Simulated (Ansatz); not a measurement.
Ansatz results at the PBE0-D4/def2-TZVP geometry: HOMO–LUMO gap (B3LYP/def2-TZVPP) 5.49 eV; LUMO energy (ωB97M-V/def2-TZVPP) 1.12 eV; HOMO energy (B3LYP/def2-TZVPP) -6.19 eV.

(1) Which molecule gave them?
A. `N#CN[SiH2]O`
B. `[F][SnH]1[CH2]N[CH2]1`
C. `[GeH3][CH]1O[SiH2]O1`
D. `C[N](C)[Sn][F]`

Answers

(1) B. The others give `[GeH3][CH]1O[SiH2]O1`: 6.29, 1.13, -7.17; `N#CN[SiH2]O`: 7.24, 1.41, -7.71; `C[N](C)[Sn][F]`: 4.23, -0.22, -6.33.

B3LYP here is the variant with VWN-RPA as its local correlation; programs differ in this.
